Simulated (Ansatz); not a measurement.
Basis-set series for C$_{2}$H$_{6}$N$_{2}$OSi (`N#CC(N)O[SiH3]`). Charge 0, multiplicity 1. The geometry is a stationary point of PBE0-D4/def2-TZVP. It is one conformer, not always the lowest.

```
functional       basis  functions  energy (Eh)  HOMO (eV)  LUMO (eV)
   PBE0-D4    def2-SVP        118   -553.32533      -7.92       0.04
   PBE0-D4  def2-QZVPP        535   -553.76183      -8.23      -0.44
   ωB97M-V    def2-SVP        118   -553.62405     -10.30       2.06
   ωB97M-V  def2-QZVPP        535   -554.06962     -10.63       1.12
```

Task: Give the rows for def2-TZVPP. (Estimate.)

Result: Computed: 
```
functional       basis  functions  energy (Eh)  HOMO (eV)  LUMO (eV)
   PBE0-D4  def2-TZVPP        281   -553.73723      -8.18      -0.32
   ωB97M-V  def2-TZVPP        281   -554.04683     -10.59       1.44
```

Positive LUMOs are unbound and depend on the basis.
